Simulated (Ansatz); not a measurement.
Ansatz (a first-principles code) input:

Ansatz 0.2 input:
```yaml
crystal:
  periodic: [false, false, false]
  atoms:
    - {symbol: C, position_ang: [1.50667883, -1.19520845, -0.23738721]}
    - {symbol: Ge, position_ang: [-0.03532887, 0.01555820, 0.15043120]}
    - {symbol: C, position_ang: [-1.51519775, -0.70222440, -1.03977771]}
    - {symbol: C, position_ang: [0.44470742, 1.72690904, -0.83072347]}
    - {symbol: N, position_ang: [-0.28714042, 0.06690189, 1.91459587]}
    - {symbol: H, position_ang: [1.70602011, -1.26368240, -1.31059033]}
    - {symbol: H, position_ang: [2.40286591, -0.82313421, 0.26405733]}
    - {symbol: H, position_ang: [1.29525880, -2.19591770, 0.14591388]}
    - {symbol: H, position_ang: [-1.81302037, -1.69525604, -0.69420282]}
    - {symbol: H, position_ang: [-2.39056378, -0.04852396, -0.98456215]}
    - {symbol: H, position_ang: [-1.20185736, -0.77184879, -2.08714959]}
    - {symbol: H, position_ang: [0.66750615, 1.54506607, -1.88775302]}
    - {symbol: H, position_ang: [-0.38412627, 2.43828229, -0.77054451]}
    - {symbol: H, position_ang: [1.31801315, 2.18539000, -0.36022961]}
    - {symbol: H, position_ang: [-1.07672053, 0.68659186, 2.11642151]}
basis:
  gaussian:
    orbitals: def2-TZVP
hamiltonian:
  xc: {name: PBE0}
total_charge: -1
```

Question: Which total energy does the run end on?

Answer: -2251.69069 Eh (PBE0/def2-TZVP). The basis has 232 functions.

It need not be the lowest isomer of its formula. Whether it binds its extra electron was not tested at this geometry.
